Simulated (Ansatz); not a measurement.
Ansatz (a first-principles code) input (CCSD(T)/6-31G):

Ansatz 0.2 input:
```yaml
crystal:
  periodic: [false, false, false]
  atoms:
    - {symbol: C, position_ang: [2.33955794, -0.29050831, -0.55876317]}
    - {symbol: C, position_ang: [1.51301170, -0.32647745, 0.68875268]}
    - {symbol: C, position_ang: [0.19741949, -0.15057652, 0.80097465]}
    - {symbol: C, position_ang: [-0.79532182, 0.14296572, -0.30340847]}
    - {symbol: C, position_ang: [-1.24084597, 1.56205566, -0.17061729]}
    - {symbol: C, position_ang: [-1.97211110, -0.83702720, -0.24794361]}
    - {symbol: H, position_ang: [1.74726527, -0.11268750, -1.45494049]}
    - {symbol: H, position_ang: [3.09597887, 0.49760364, -0.49680931]}
    - {symbol: H, position_ang: [2.88074628, -1.23163438, -0.69253584]}
    - {symbol: H, position_ang: [2.06836717, -0.51775907, 1.60291646]}
    - {symbol: H, position_ang: [-0.24203573, -0.19401703, 1.79387730]}
    - {symbol: H, position_ang: [-0.29126735, 0.02482467, -1.26621689]}
    - {symbol: H, position_ang: [-2.11170319, 1.81088695, 0.42269666]}
    - {symbol: H, position_ang: [-0.58615815, 2.36776866, -0.47348304]}
    - {symbol: H, position_ang: [-2.68908787, -0.62651277, -1.04335971]}
    - {symbol: H, position_ang: [-1.62680146, -1.86645939, -0.35405475]}
    - {symbol: H, position_ang: [-2.49556526, -0.75460517, 0.70794074]}
basis:
  gaussian:
    orbitals: 6-31G
magnetization: {spin_polarized: true, initial_magnetization: 1}
correlation: {method: ccsd_t, electrons: outside_noble_gas}
```

Output:

```
Functional definition: HF
integrals: 0.14 GiB planned
1114 factors; integrals over basis functions are off by at most 2.3e-4 eV
0.34 GiB of device memory are held for the factors and their scratch space
mean field: 0.32 GiB planned
mean field evaluation 1: about -6349.5033 eV, gradient 2.1e1 eV
mean field evaluation 2: about -6349.5007 eV, gradient 2.1e1 eV
mean field evaluation 4: about -6352.5641 eV, gradient 2.3e0 eV
mean field evaluation 8: about -6352.5029 eV, gradient 1.5e0 eV
mean field evaluation 16: about -6352.6298 eV, gradient 3.6e-2 eV
mean field evaluation 32: about -6352.6200 eV, gradient 6.8e-1 eV
mean field evaluation 64: about -6352.6196 eV, gradient 1.6e-1 eV
mean field -6352.62967180 eV, -233.4548344715 hartree, gradient 5.4e-6 eV, S^2 0.817847; 3 other end points of the search recorded, 0 dependent functions left out
6 core orbitals not correlated
reference -6352.62967180 eV, -233.4548344715 hartree; 18, 17 occupied and 52, 53 virtual orbitals, 1114 factors
second order -14.07191555 eV of doubles, -0.00000000 eV of singles
coupled cluster: 0.85 GiB planned
cycle   1  -15.30681160 eV  change    -1.2e0 eV  update   9.9e-2
cycle   2  -15.95916062 eV  change   -6.5e-1 eV  update   4.2e-2
cycle   3  -16.09844198 eV  change   -1.4e-1 eV  update   2.1e-2
cycle   4  -16.11111813 eV  change   -1.3e-2 eV  update   1.1e-2
cycle   5  -16.11061451 eV  change    5.0e-4 eV  update   4.6e-3
cycle   6  -16.11009796 eV  change    5.2e-4 eV  update   1.7e-3
cycle   7  -16.11018688 eV  change   -8.9e-5 eV  update   5.8e-4
cycle   8  -16.11017349 eV  change    1.3e-5 eV  update   1.9e-4
cycle   9  -16.11015513 eV  change    1.8e-5 eV  update   7.9e-5
cycle  10  -16.11017165 eV  change   -1.7e-5 eV  update   3.4e-5
coupled cluster: 0.85 GiB planned
perturbative correction -0.41626173 eV, -0.0152973364 hartree
Total energy: -6369.15610518 eV, -234.0621696963 hartree
```

It need not be the lowest isomer of its formula.
